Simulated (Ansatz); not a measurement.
Reaction (silylene formation by 1,1-elimination): `C[Si](F)([SiH3])[SiH3]` → `C[Si]F` + `[SiH3][SiH3]`

Gas-phase electronic energies from Ansatz, PBE0-D4/def2-TZVP geometries. CCSD(T)/CBS adds triple-zeta CCSD(T) − MP2 to the extrapolated MP2 energy (def2 sets, frozen cores). This one scheme is used for every species. DFT in def2-TZVPP. B3LYP here is the variant with VWN-RPA as its local correlation; programs differ in this.

`C[Si](F)([SiH3])[SiH3]`:

Cartesian coordinates in Å:
```
C -0.005 -1.402 -1.337
Si -0.250 -0.470 0.261
F -0.958 -1.466 1.320
Si -1.659 1.384 -0.050
Si 1.808 0.212 1.164
H 0.473 -0.758 -2.080
H 0.632 -2.277 -1.185
H -0.962 -1.738 -1.744
H -2.973 0.974 -0.617
H -1.889 2.101 1.232
H -1.005 2.322 -1.005
H 2.712 -0.950 1.385
H 1.615 0.925 2.455
H 2.463 1.144 0.203
```

`C[Si]F`:

Z-matrix (Å, degrees):
```
C
Si 1 1.886
H 1 1.097 2 109.6
H 1 1.092 2 112.7 3 -121.4
H 1 1.097 2 109.8 3 116.9
F 2 1.620 1 98.3 3 -59.0
```

`[SiH3][SiH3]`:

Z-matrix (Å, degrees):
```
Si
Si 1 2.338
H 1 1.488 2 110.3
H 1 1.488 2 110.3 3 120.0
H 1 1.488 2 110.3 3 -120.0
H 2 1.488 1 110.3 3 59.9
H 2 1.488 1 110.3 3 179.9
H 2 1.488 1 110.3 3 -60.1
```

| level | ΔE (kJ/mol) | difference from CCSD(T)/CBS |
| --- | --- | --- |
| PBE-D4 | 190.6 | 8.5 |
| r2SCAN-D4 | 201.6 | 19.5 |
| PBE0-D4 | 200.1 | 18.0 |
| ωB97M-V | 170.7 | -11.4 |
| B2PLYP | 170.8 | -11.3 |
| PBE | 178.5 | -3.6 |
| r2SCAN | 198.0 | 15.9 |
| PBE0 | 189.0 | 6.9 |
| B3LYP | 159.6 | -22.5 |
| HF/def2-TZVPP | 161.7 | -20.4 |
| MP2/def2-TZVPP | 188.3 | 6.2 |
| SCS-MP2/def2-TZVPP | 177.5 | -4.6 |
| CCSD/def2-TZVPP | 173.3 | -8.8 |
| CCSD(T)/def2-TZVPP | 177.0 | -5.1 |
| MP2/def2-QZVPP | 190.9 | 8.8 |
| CCSD/CBS(def2) | 178.5 | -3.6 |
| CCSD(T)/CBS | 182.1 | 0 |

Largest T1 diagnostic among the species: 0.014.

In def2-TZVPP, CCSD(T) changes the Hartree–Fock value by +15.2 kJ/mol (the triples alone add +3.6 kJ/mol) and MP2 by +26.6 kJ/mol. The D4 term adds +19.2 kJ/mol with B3LYP and +11.1 kJ/mol with PBE0; it sums over pairs of atoms, weighted by their polarisabilities, and B3LYP, whose exchange is more repulsive, gets the larger term.
